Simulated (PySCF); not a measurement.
Cl₄SW, singlet, geometry from GFN2-xTB (such geometries of metal compounds can be far from the true shape) (core potentials on W); DF-PBE/def2-SVP (PySCF).

The PySCF input:
```python
from pyscf import gto, scf, dft

mol = gto.Mole()
mol.atom = '''
    W     0.05136557   -0.02213398    0.05443562
    S     1.49823173   -0.64560426    1.58777894
    Cl   -1.46040727    0.62930529   -1.54769376
    Cl    0.27309176    2.15259903    0.49173666
    Cl    1.19778788   -0.92365033   -1.63163749
    Cl   -1.64416414   -1.15427854    0.95625937
'''
mol.basis = 'def2-svp'
mol.ecp = {'W': 'def2-svp'}
mol.verbose = 4
mol.build()

mf = dft.RKS(mol)
mf.xc = 'pbe'
mf.conv_tol = 1e-7
mf = mf.density_fit(auxbasis='def2-universal-jkfit')
mf.kernel()
```

Output, abridged:

```
PySCF version 2.14.0

[INPUT] verbose = 4
[INPUT] num. atoms = 6
[INPUT] num. electrons = 98
[INPUT] charge = 0
[INPUT] spin (= nelec alpha-beta = 2S) = 0
[INPUT] symmetry False subgroup None
[INPUT] Mole.unit = angstrom
[INPUT] Symbol           X                Y                Z      unit          X                Y                Z       unit  Magmom
[INPUT]  1 W      0.051365570000  -0.022133980000   0.054435620000 AA    0.097066859532  -0.041827160247   0.102868413221 Bohr   0.0
[INPUT]  2 S      1.498231730000  -0.645604260000   1.587778940000 AA    2.831247640833  -1.220015236252   3.000467342952 Bohr   0.0
[INPUT]  3 Cl    -1.460407270000   0.629305290000  -1.547693760000 AA   -2.759769770624   1.189214646840  -2.924717331098 Bohr   0.0
[INPUT]  4 Cl     0.273091760000   2.152599030000   0.491736660000 AA    0.516068633275   4.067822622704   0.929247612808 Bohr   0.0
[INPUT]  5 Cl     1.197787880000  -0.923650330000  -1.631637490000 AA    2.263491048523  -1.745446158564  -3.083347990673 Bohr   0.0
[INPUT]  6 Cl    -1.644164140000  -1.154278540000   0.956259370000 AA   -3.107019928431  -2.181270312063   1.807068313349 Bohr   0.0

nuclear repulsion = 711.423414671496
number of shells = 52
number of NR pGTOs = 237
number of NR cGTOs = 122
basis = def2-svp
ecp = {'W': 'def2-svp'}

******** <class 'pyscf.df.df_jk.DFRKS'> ********
method = DFRKS
initial guess = minao
damping factor = 0
level_shift factor = 0
DIIS = <class 'pyscf.scf.diis.CDIIS'>
diis_start_cycle = 1
diis_space = 8
diis_damp = 0
SCF conv_tol = 1e-07
SCF conv_tol_grad = None
SCF max_cycles = 50
direct_scf = False
XC library pyscf.dft.libxc version 7.1.2
    S. Lehtola, C. Steigemann, M. J. T. Oliveira, and M. A. L. Marques,  SoftwareX 7, 1–5 (2018)
XC functionals = pbe
    J. P. Perdew, K. Burke, and M. Ernzerhof,  Phys. Rev. Lett. 77, 3865 (1996)
    J. P. Perdew, K. Burke, and M. Ernzerhof,  Phys. Rev. Lett. 78, 1396 (1997)
    J. P. Perdew, K. Burke, and M. Ernzerhof,  Phys. Rev. Lett. 77, 3865 (1996)
    J. P. Perdew, K. Burke, and M. Ernzerhof,  Phys. Rev. Lett. 78, 1396 (1997)
radial grids:
    Treutler-Ahlrichs [JCP 102, 346 (1995); DOI:10.1063/1.469408] (M4) radial grids

becke partition: Becke, JCP 88, 2547 (1988); DOI:10.1063/1.454033
pruning grids: <function nwchem_prune>
grids dens level: 3
symmetrized grids: False
atomic radii adjust function: <function treutler_atomic_radii_adjust>
small_rho_cutoff = 0
Set gradient conv threshold to 0.000316228
Initial guess from minao.
tot grids = 118712
init E= -2292.62915150543
  HOMO = -0.472464935397041  LUMO = -0.35501238927282  gap/eV = 3.19605
cycle= 1 E= -2304.61446553518  delta_E=  -12  |g|= 0.636  |ddm|= 7.61
  HOMO = -0.227082468755475  LUMO = -0.196065624963799  gap/eV = 0.84401
cycle= 2 E= -2302.54424534307  delta_E= 2.07  |g|= 2.83  |ddm|= 3.09
  HOMO = -0.227585105964194  LUMO = -0.128471429786483  gap/eV = 2.69702
cycle= 3 E= -2304.58462245316  delta_E= -2.04  |g|= 0.666  |ddm|= 3.07
  HOMO = -0.246528665534053  LUMO = -0.161868862127307  gap/eV = 2.30371
cycle= 4 E= -2304.65857044615  delta_E= -0.0739  |g|= 0.452  |ddm|= 1.25
  HOMO = -0.267521011355981  LUMO = -0.176796986800038  gap/eV = 2.46873
cycle= 5 E= -2304.71522625048  delta_E= -0.0567  |g|= 0.186  |ddm|= 0.712
  HOMO = -0.262396007069164  LUMO = -0.170538446480714  gap/eV = 2.49957
cycle= 6 E= -2304.72524889698  delta_E= -0.01  |g|= 0.0623  |ddm|= 0.253
  HOMO = -0.262740854674781  LUMO = -0.170374730881599  gap/eV = 2.51341
cycle= 7 E= -2304.72609801255  delta_E= -0.000849  |g|= 0.0312  |ddm|= 0.0579
  HOMO = -0.262890279073824  LUMO = -0.169718371406227  gap/eV = 2.53534
cycle= 8 E= -2304.72631380763  delta_E= -0.000216  |g|= 0.0148  |ddm|= 0.033
  HOMO = -0.263127723323319  LUMO = -0.169868311837124  gap/eV = 2.53772
cycle= 9 E= -2304.72638164258  delta_E= -6.78e-05  |g|= 0.00413  |ddm|= 0.0143
  HOMO = -0.263210659121355  LUMO = -0.169846777284582  gap/eV = 2.54056
cycle= 10 E= -2304.72638633862  delta_E= -4.7e-06  |g|= 0.000475  |ddm|= 0.00428
  HOMO = -0.263192669122844  LUMO = -0.169829852120043  gap/eV = 2.54053
cycle= 11 E= -2304.726386396  delta_E= -5.74e-08  |g|= 5.05e-05  |ddm|= 0.00056
  HOMO = -0.26319673820975  LUMO = -0.169836706061838  gap/eV = 2.54046
Extra cycle  E= -2304.72638638453  delta_E= 1.15e-08  |g|= 0.000207  |ddm|= 0.000312
converged SCF energy = -2304.72638638453
```
